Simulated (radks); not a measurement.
Task: Tb V, 61 electrons, occupied as [Xe] 4f6.5 6s0.5 (fractional occupations, a model configuration). All-electron calculation, Dirac Kohn-Sham, PBEsol, spin-unpolarised, spherical densities, finite nucleus; open shells fill j = l - 1/2 first; Fermi nuclear charge, rms radius 5.06 fm. Program: a radial shooting solver on a logarithmic mesh with Libxc functionals. Some entries of the table are withheld. Estimate them.

| orbital | occ. | eigenvalue (hartree) | <r> (bohr) |
|---|---|---|---|
| 1s1/2 | 2 | -1904.810 | 0.02151 |
| 2s1/2 | 2 | -317.4648 | 0.09099 |
| 2p1/2 | 2 | -301.8421 | 0.07591 |
| 2p3/2 | 4 | -274.4291 | 0.08286 |
| 3s1/2 | 2 | -72.19862 | 0.2391 |
| 3p1/2 | 2 | (1) | 0.2287 |
| 3p3/2 | 4 | (2) | 0.2419 |
| 3d3/2 | 4 | -48.00223 | 0.2142 |
| 3d5/2 | 6 | -46.76852 | 0.2183 |
| 4s1/2 | 2 | -16.07229 | 0.5397 |
| 4p1/2 | 2 | -13.40202 | 0.5503 |
| 4p3/2 | 4 | -12.12527 | 0.5798 |
| 4d3/2 | 4 | -7.71644 | 0.6108 |
| 4d5/2 | 6 | -7.48311 | 0.6210 |
| 5s1/2 | 2 | -3.55723 | 1.257 |
| 5p1/2 | 2 | -2.77064 | (3) |
| 5p3/2 | 4 | -2.56655 | (4) |
| 4f5/2 | 6 | -2.22061 | 0.7599 |
| 4f7/2 | 0.5 | -2.18590 | 0.7677 |
| 5d3/2 | 0 | -1.47735 | (5) |
| 5d5/2 | 0 | -1.45300 | (6) |
| 6s1/2 | 0.5 | -1.23493 | 2.778 |
| 6p1/2 | 0 | -1.01684 | 3.123 |
| 6p3/2 | 0 | -0.97390 | 3.252 |
| 5f5/2 | 0 | -0.64385 | 3.462 |
| 5f7/2 | 0 | -0.64226 | 3.475 |

Result: 
(1) 3p1/2 eigenvalue (hartree): -65.39739
(2) 3p3/2 eigenvalue (hartree): -59.74146
(3) 5p1/2 <r> (bohr): 1.375
(4) 5p3/2 <r> (bohr): 1.450
(5) 5d3/2 <r> (bohr): 1.860
(6) 5d5/2 <r> (bohr): 1.889
